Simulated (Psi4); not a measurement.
BiI$_{2}$, charge +1, singlet, geometry from GFN2-xTB (such geometries of metal compounds can be far from the true shape) (core potentials on Bi, I); PBE/def2-SVPD run with Psi4 1.11.

Psi4 was given this input:
```
memory 2 GB

molecule {
1 1
  Bi    0.86767310    0.43113642    0.27718616
  I    -1.00884033    1.16616633   -1.52475723
  I    -0.34996849   -1.84134224    1.09067324
}

set basis def2-svpd

energy('pbe')
print_variables()
```

### Question
Write the output that Psi4 gives for this input, abridged.

### Answer

```
   => Loading Basis Set <=

    Name: DEF2-SVPD
    Role: ORBITAL
    Keyword: BASIS

    !!!  WARNING: ECP capability is in beta. Please check occupations closely.  !!!

         ---------------------------------------------------------
                                   SCF
               by Justin Turney, Rob Parrish, Andy Simmonett
                          and Daniel G. A. Smith
                              RKS Reference
         ---------------------------------------------------------

  ==> Geometry <==

    Molecular point group: cs
    Full point group: Cs

    Geometry (in Angstrom), charge = 1, multiplicity = 1:

       Center              X                  Y                   Z               Mass
    ------------   -----------------  -----------------  -----------------  -----------------
         BI           0.183409451566    -0.968230089886     0.000000000000   208.980399100000
         I            1.833574605510     1.173154174332     0.000000000000   126.904471900000
         I           -2.135604784693     0.421282235791     0.000000000000   126.904471900000

  Running in cs symmetry.

  Rotational constants: A =      0.04556  B =      0.01628  C =      0.01199 [cm^-1]
  Rotational constants: A =   1365.73817  B =    488.04312  C =    359.55650 [MHz]
  Nuclear repulsion =  306.973806031615823

  Charge       = 1
  Multiplicity = 1
  Electrons    = 72
  Nalpha       = 36
  Nbeta        = 36

  ==> Algorithm <==

  SCF Algorithm Type is DF.
  DIIS enabled.
  MOM disabled.
  Fractional occupation disabled.
  Guess Type is SAD.
  Energy threshold   = 1.00e-06
  Density threshold  = 1.00e-06
  Integral threshold = 1.00e-12

  ==> Primary Basis <==

  Basis Set: DEF2-SVPD
    Blend: DEF2-SVPD
    Number of shells: 38
    Number of basis functions: 102
    Number of Cartesian functions: 111
    Spherical Harmonics?: true
    Max angular momentum: 2

  Core potential: DEF2-SVPD
    Number of shells: 12
    Number of ECP primitives: 76
    Number of ECP core electrons: 116
    Max angular momentum: 3

  ==> DFT Potential <==

   => LibXC <=

    Version 7.1.2
    S. Lehtola, C. Steigemann, M. J. T. Oliveira, and M. A. L. Marques,  SoftwareX 7, 1–5 (2018) (10.1016/j.softx.2017.11.002)

   => Composite Functional: PBE <=

    PBE GGA Exchange-Correlation Functional

    J.P. Perdew et. al., Phys. Rev. Lett., 77(18), 3865-3868, 1996

    Deriv               =              1
    GGA                 =           TRUE
[...]
   @DF-RKS iter   6:  -809.84212767568897    5.07311e-03   1.20306e-03 DIIS/ADIIS
   @DF-RKS iter   7:  -809.84889462157832   -6.76695e-03   5.81028e-04 DIIS/ADIIS
   @DF-RKS iter   8:  -809.85084230642519   -1.94768e-03   7.24926e-05 DIIS
   @DF-RKS iter   9:  -809.85086970560133   -2.73992e-05   1.58276e-05 DIIS
   @DF-RKS iter  10:  -809.85087105785112   -1.35225e-06   3.36738e-06 DIIS
   @DF-RKS iter  11:  -809.85087112981432   -7.19632e-08   3.01832e-07 DIIS
  Energy and wave function converged.

  ==> Post-Iterations <==

   Electrons on quadrature grid:
      Ntotal   =   72.0000814252 ; deviation = 8.143e-05

    Orbital Energies [Eh]
    ---------------------

    Doubly Occupied:

[...]
    Virtual:

[...]
    Final Occupation by Irrep:
             Ap   App
    DOCC [    25,   11 ]
    NA   [    25,   11 ]
    NB   [    25,   11 ]

  @DF-RKS Final Energy:  -809.85087112981432

   => Energetics <=

    Nuclear Repulsion Energy =            306.9738060316158226
    One-Electron Energy =               -2007.2687260913021419
    Two-Electron Energy =                 951.8388474690916610
    DFT Exchange-Correlation Energy =     -61.3947985392197140
    Empirical Dispersion Energy =           0.0000000000000000
    VV10 Nonlocal Energy =                  0.0000000000000000
    Total Energy =                       -809.8508711298143226

Computation Completed

Properties will be evaluated at   0.000000,   0.000000,   0.000000 [a0]

Properties computed using the SCF density matrix

 Multipole Moments:

 ------------------------------------------------------------------------------------
     Multipole            Electronic (a.u.)      Nuclear  (a.u.)        Total (a.u.)
 ------------------------------------------------------------------------------------

 L = 1.  Multiply by 2.5417464519 to convert [e a0] to [Debye]
 Dipole X            :          6.4310720           -6.2972045            0.1338675
 Dipole Y            :        -33.9501839           33.2433405           -0.7068434
 Dipole Z            :          0.0000000            0.0000000            0.0000000
 Magnitude           :                                                    0.7194082

 ------------------------------------------------------------------------------------

  Variable Map:
  ----------------------------------------------------------------------------
[...]
  Array Variable Map:
  ----------------------------------------------------------------------------
[...]
[...]
```
